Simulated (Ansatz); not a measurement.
Mulliken charges of `[NH2][AlH][GaH2]` from ωB97M-V/def2-TZVPP in Ansatz (PBE0-D4/def2-TZVP geometry).

```csv
atom,x (Å),y (Å),z (Å),charge (e)
N1,-1.123,1.008,-1.025,-0.371
Al2,-0.095,0.732,0.392,0.379
Ga3,1.106,-1.467,0.659,-0.008
H4,-1.289,0.352,-1.771,0.106
H5,-1.631,1.862,-1.197,0.112
H6,-0.013,1.946,1.419,-0.121
H7,2.566,-1.725,0.109,-0.049
H8,0.479,-2.708,1.412,-0.049
```

Task: By hand: the dipole of these point charges (1 e Å = 4.8032 D).

Result: Σ q r = (-0.095, 0.143, -0.044) e Å, of length 0.177 e Å = 0.85 D.

Task: How does the dipole of the full density compare? (An estimate is asked.)

Result: Computed: (-0.201, 0.119, -0.228) e Å, 1.57 D; the point charges give 0.54 times that, at 37° from its direction.

Point charges leave out the atoms' own dipoles, such as those of lone pairs, and Mulliken's split depends on the basis, so the two needn't agree.
